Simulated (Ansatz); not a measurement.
`N[SiH2][CH2][GaH2]` + `N[SiH](O)O` → `N[SiH2]O[SiH](N)O` + `[CH3][GaH2]`  (ligand exchange at the Si–C bond)

Calculated with Ansatz (gas phase, PBE0-D4/def2-TZVP geometries, no zero-point term in ΔE). CCSD(T)/CBS adds triple-zeta CCSD(T) − MP2 to the extrapolated MP2 energy (def2 sets, frozen cores). This one scheme is used for every species. Functionals use def2-TZVPP. For Ga outer-core shells are correlated without core-valence functions, which leaves a few kJ/mol of doubt a bond. Scalar relativity is left out up to krypton. One conformer a species, not always the lowest.

`N[SiH2][CH2][GaH2]`:

Cartesian coordinates in Å:
```
N 0.689 -2.228 -0.005
Si 0.273 -0.675 0.614
C -0.125 0.501 -0.770
Ga -0.906 2.198 -0.157
H 1.442 -2.317 -0.668
H 0.666 -3.024 0.613
H -0.902 -0.896 1.504
H 1.331 -0.032 1.455
H -0.828 0.007 -1.448
H 0.801 0.720 -1.312
H -2.467 2.338 -0.045
H 0.023 3.409 0.218
```

`N[SiH](O)O`:

Z-matrix (Å, degrees):
```
Si
O 1 1.639
O 1 1.639 2 116.1
N 1 1.714 2 107.1 3 -119.6
H 1 1.475 2 104.4 3 114.2
H 2 0.959 1 117.1 3 74.9
H 3 0.959 1 117.0 2 -75.2
H 4 1.008 1 119.6 2 171.6
H 4 1.008 1 119.6 2 -46.2
```

`N[SiH2]O[SiH](N)O`:

```xyz
14

N     1.010   -0.187   -1.519
Si   -0.170    1.065   -1.352
O    -0.631    1.179    0.215
Si   -0.263    0.191    1.472
N    -1.063   -1.294    1.145
O     1.340   -0.102    1.594
H     1.791   -0.026   -2.136
H     0.698   -1.145   -1.578
H    -1.397    0.820   -2.153
H     0.491    2.319   -1.785
H    -0.660    0.886    2.713
H    -2.053   -1.286    0.949
H    -0.820   -2.101    1.699
H     1.725   -0.320    0.736
```

`[CH3][GaH2]`:

```xyz
7

C    -0.237   -0.030    0.873
Ga    0.265    0.006   -1.028
H    -0.201    0.992    1.267
H    -1.246   -0.412    1.030
H     0.469   -0.622    1.459
H     1.780    0.106   -1.442
H    -0.830   -0.039   -2.158
```

```
             level  ΔE (kJ/mol)  difference from CCSD(T)/CBS
            PBE-D4       -107.5                          7.4
         r2SCAN-D4       -118.1                         -3.2
           ωB97X-V       -118.7                         -3.8
           ωB97M-V       -119.1                         -4.2
            B2PLYP       -118.5                         -3.6
              PBE0       -107.9                          7.0
     HF/def2-TZVPP       -128.5                        -13.6
    MP2/def2-TZVPP       -116.1                         -1.2
SCS-MP2/def2-TZVPP       -118.8                         -3.9
CCSD(T)/def2-TZVPP       -116.7                         -1.8
     HF/def2-QZVPP       -129.5                        -14.6
    MP2/def2-QZVPP       -115.4                         -0.5
SCS-MP2/def2-QZVPP       -118.1                         -3.2
      HF/CBS(def2)       -129.6                        -14.7
     MP2/CBS(def2)       -114.3                          0.6
    CCSD/CBS(def2)       -116.1                         -1.2
       CCSD(T)/CBS       -114.9                            0
```

Largest T1 diagnostic among the species: 0.012.

In def2-TZVPP, CCSD(T) changes the Hartree–Fock value by +11.8 kJ/mol (the triples alone add +1.2 kJ/mol) and MP2 by +12.4 kJ/mol. The D4 term adds −5.3 kJ/mol with B3LYP and −3.1 kJ/mol with PBE0; it sums over pairs of atoms, weighted by their polarisabilities, and B3LYP, whose exchange is more repulsive, gets the larger term.

CCSD(T)/CBS has its own doubt, a few kJ/mol and more with outer-core shells, so smaller differences from it don't rank the levels.

B3LYP here is the variant with VWN-RPA as its local correlation; programs differ in this.
